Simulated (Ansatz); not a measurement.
`CO[SiH2]S[SiH2]Cl` + `[CH3][GaH][CH2]F` → `F[CH2][GaH][SiH2]Cl` + `CO[SiH2]SC`  (redistribution)

Program: Ansatz. Geometries: PBE0-D4/def2-TZVP. ΔE: electronic, gas phase. CCSD(T)/CBS is the MP2 limit (def2-TZVPP, def2-QZVPP) plus CCSD(T) − MP2 in def2-TZVPP, frozen cores. DFT in def2-TZVPP. B3LYP here is the variant with VWN-RPA as its local correlation; programs differ in this. For Ga outer-core shells are correlated without core-valence functions, which leaves a few kJ/mol of doubt a bond. Scalar relativity is left out up to krypton. One conformer a species, not always the lowest.

```csv
level,ΔE (kJ/mol),difference from CCSD(T)/CBS
PBE-D4,86.1,-14.7
r2SCAN-D4,97.2,-3.6
ωB97X-V,95.3,-5.5
B2PLYP,94.3,-6.5
PBE,81.0,-19.8
r2SCAN,95.8,-5.0
PBE0,86.8,-14.0
B3LYP,84.3,-16.5
HF/def2-TZVPP,90.2,-10.6
SCS-MP2/def2-TZVPP,103.0,2.2
CCSD/def2-TZVPP,97.4,-3.4
HF/def2-QZVPP,90.4,-10.4
SCS-MP2/def2-QZVPP,104.3,3.5
HF/CBS(def2),90.4,-10.4
MP2/CBS(def2),112.5,11.7
CCSD/CBS(def2),99.4,-1.4
CCSD(T)/CBS,100.8,0
```

Largest T1 diagnostic among the species: 0.012.

The D4 term adds +8.1 kJ/mol with B3LYP and +4.6 kJ/mol with PBE0; it sums over pairs of atoms, weighted by their polarisabilities, and B3LYP, whose exchange is more repulsive, gets the larger term. In def2-TZVPP, CCSD(T) changes the Hartree–Fock value by +8.7 kJ/mol (the triples alone add +1.5 kJ/mol) and MP2 by +20.4 kJ/mol. From PBE to PBE0 (25 % exact exchange), in def2-TZVPP and without D4, ΔE moves by +5.7 kJ/mol.
